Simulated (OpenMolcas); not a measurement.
Ti2+ with its 6 nearest oxide ions at 2.24 Å, on the Mg site of MgO (a = 4.2112 Å, distance in the model lattice 2.106 Å). The rest of the host is ab initio model potentials to 7.6 Å, with orthogonalisation functions on the cations behind the ligands, and point charges beyond; the distance is set by hand and nothing relaxes. Ligand basis ANO-RCC-VDZP.

| Property | Result |
| --- | --- |
| Program | OpenMolcas |
| Method | SS-CASPT2, IPEA 0.25 Eh, imaginary shift 0.1 Eh (closed shells correlated: 3s 3p and the ligand valence shells) |
| Basis | ANO-RCC-VTZP [6s5p3d2f1g] |
| Scalar Hamiltonian | DKH2, point nucleus |
| Active space | 2 electrons in 5 orbitals (3d) |
| State averaging | 2S+1 = 3 even, 10 roots; 2S+1 = 1 even, 15 roots |
| Spin-orbit coupling | RASSI with atomic mean-field integrals over the reference wave functions |

**Question.** What is the spin-free ground state (labels of O, the rotations of Oh)?

**Answer.** 3T1, 3-fold in its orbital part; it has the highest spin that d2 allows.

**Question.** Where is the first state of the same spin?

**Answer.** 3T2 at 16200 cm-1 above the ground state.

**Question.** What are the lowest two levels with spin-orbit coupling?

**Answer.** A 2-fold level E, then a 3-fold level T2 2 cm-1 above it. Their leading multiplicities are 3 (100 %) and 3 (100 %).

**Question.** What is χT at 300 K, and how does it compare with the textbook value?

**Answer.** The lowest level has 2S+1 = 3, for which the spin-only value is χT = S(S+1) / 2 = 1.000 cm3 K/mol (g = 2). The computed 1.092 at 300 K differs by +0.092, through orbital momentum, spin-orbit coupling and any other state in reach. With a threefold ground state the orbital momentum is unquenched, so the spin-only value is not expected to hold.

**Question.** Which ligand-field parameters describe the states?

**Answer.** A least-squares ligand-field fit to the states below 45000 cm-1, each weighted by its degeneracy and with a free common offset, gives 10Dq = 18037 cm-1, B = 621 cm-1 and C = 2059 cm-1 (C/B = 3.32), with an rms deviation of 321 cm-1. The same method and metal basis give the free ion B = 791 cm-1 (fit to its terms below 60000 cm-1, rms deviation 557 cm-1), so the nephelauxetic ratio is β = 621 / 791 = 0.79; it hangs on how both fits weigh the states, and computed free-ion B values tend to be too large, so β mixes covalency with correlation.

Roots that are degenerate in the reference are averaged as groups; the widest CASPT2 spread within a group is 200 cm-1 (the 3-fold group of multiplicity 3 near 0 cm-1 above the lowest state of its run). Shifts and gaps below about the spread of the groups concerned are not significant. Over all roots computed the reference weight is 0.71 to 0.72; a low but even weight reflects the number of correlated electrons. An orbital triplet at a regular site is open to Jahn-Teller coupling, which can distort the site and quench the lowest spin-orbit gaps and is left out. Ligand-to-metal charge-transfer states are missing. With no ligand orbital active B as a rule stays too high, so bands that hang on it stand too high and its fall with covalency is understated. With one d shell and no ligand orbital active, 10Dq can be off by tens of per cent for divalent 3d ions, low with halides held by bare charges and at times high in hosts. The distance lies 2 % over the 2.193 Å that this model takes as the normal distance (a Shannon-type radius plus a fixed donor radius, weighted with the host); by an R⁻⁵ law this alone changes a d-shell field by about -10 %. No measured value stands beside these numbers; the geometry was set by hand and not optimised.
